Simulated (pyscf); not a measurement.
Optimised with ωB97X-D3(BJ)/def2-SVP in PySCF. Singlets are restricted, triplets unrestricted.

Singlet (Å):
```xyz
6

Cl     0.9800     0.1875     1.7186
Ge    -1.2010     0.4105     1.8485
Ge    -1.4592    -0.1352    -0.5575
H     -2.9213    -0.1276    -1.0482
H     -0.8692    -1.5322    -0.8226
H     -0.6663     0.8880    -1.3909
```

Triplet (Å):
```xyz
6

Cl     1.9086     2.7302    -0.1082
Ge     1.7156     0.6993    -0.8662
Ge    -0.2694    -0.3818     0.0581
H     -1.5115     0.4189    -0.3566
H     -0.2902    -1.7907    -0.5450
H     -0.1425    -0.4331     1.5869
```

### Question
For these two minima of `[Cl][Ge][GeH3]`, which spin state lies lower at ωB97X-D3(BJ)/def2-TZVP, and by how much (electronic energies)?

### Answer
The singlet, by 30.1 kcal/mol. Zero-point energy shifts E(triplet) − E(singlet) by +0.2 kcal/mol. The 7 functionals that were run give +22.8 (M06-2X) to +30.1 kcal/mol (ωB97X-D3(BJ)). Other isomers of Cl–Ge:–GeH₃ [singlet] were not searched in full and may lie lower. 

E(triplet) − E(singlet) by level (kcal/mol):

```
level                     gap
----------------------  -----
ωB97X-D3(BJ)/def2-TZVP  +30.1
PBE/def2-TZVP           +27.7
r²SCAN/def2-TZVP        +23.6
B3LYP-D3(BJ)/def2-TZVP  +29.5
PBE0-D3(BJ)/def2-TZVP   +25.8
M06-2X/def2-TZVP        +22.8
ωB97M-D3(BJ)/def2-TZVP  +29.7
HF/def2-TZVP            +13.0
```

The triplet is the lowest one reached from the SCF start used. Elements up to Kr have no core potential and no relativistic terms here.
